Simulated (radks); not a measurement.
Problem. Species: the thallium ion Tl80+. Configuration: 1s1. All-electron calculation, scalar-relativistic Kohn-Sham, PBE, spin-unpolarised, spherical densities, point nucleus; without spin polarisation the odd electron is poorly described. Program: a radial shooting solver on a logarithmic mesh with Libxc functionals. Some entries of the table are withheld. Estimate them.

| orbital | occ. | eigenvalue (eV) | r(max) (bohr) | <r> (bohr) |
|---|---|---|---|---|
| 1s | 1 | -98055.61 | 0.009962 | 0.01615 |
| 2s | 0 | (1) | (2) | 0.06499 |
| 2p | 0 | (3) | 0.04561 | 0.05789 |

Solution. 
(1) 2s eigenvalue (eV): -24942.96
(2) 2s r(max) (bohr): 0.05585
(3) 2p eigenvalue (eV): -23062.68
